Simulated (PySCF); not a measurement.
**[Pb(OH)3]− at several levels of theory**

Computed with PySCF 2.14.0 (density fitting, no spin-orbit coupling) at the geometry relaxed with r2SCAN:

```xyz
7
[Pb(OH)3]− (singlet)
Pb    0.0000    0.0002   -0.2427
O     1.7374   -0.2288    1.0889
H     1.4638    0.4773    1.6999
O    -0.6713    1.6178    1.0903
H    -1.1463    1.0271    1.7004
O    -1.0661   -1.3915    1.0881
H    -0.3174   -1.5082    1.6985
```

```
 level                                              basis    state  HOMO (eV)  gap (eV)  charge on Pb1 (e)  dipole about the centre of mass (D)  largest force component (eV/Å)
r2SCAN     Pb def2-SVP with ECP60, O def2-SVP, H def2-SVP  singlet      -0.36      4.99               0.45                                 3.22                            0.01
  BLYP                                           the same  singlet       0.15      4.32               0.32                                 3.02                            0.86
r2SCAN  Pb def2-TZVP with ECP60, O def2-TZVP, H def2-TZVP  singlet      -0.91      4.93               0.64                                 3.82                            0.37
r2SCAN          Pb x2c-SVPall, O x2c-SVPall, H x2c-SVPall  singlet      -0.37      5.04               0.49                                 3.23                            0.49
```

Charges are Mulliken's, which hang on the basis. The relaxation used the grid (50, 194), these runs (75, 302) or, all-electron (x2c bases, spin-free X2C Hamiltonian), (99, 590).

Problem. A further run in the first row's basis gives HOMO (eV) -0.23, gap (eV) 4.96, charge on Pb1 (e) 0.56, dipole about the centre of mass (D) 3.37, largest force component (eV/Å) 0.45. Which level was it?
A. M06-L
B. CAM-B3LYP
C. TPSSh

Solution. A. The others give HOMO -0.66 eV (TPSSh); -2.72 eV (CAM-B3LYP).

In the first row's basis the gap widens with exact exchange: 4.3 to 5.0 eV for BLYP, M06-L, r2SCAN (none); 5.4 eV for TPSSh (a fixed share); 8.6 eV for CAM-B3LYP (rising or full at long range).

No frequency check is given that shows the relaxed geometry to be a minimum.

The highest filled level of some runs lies above zero, as often for anions with such functionals and bases.
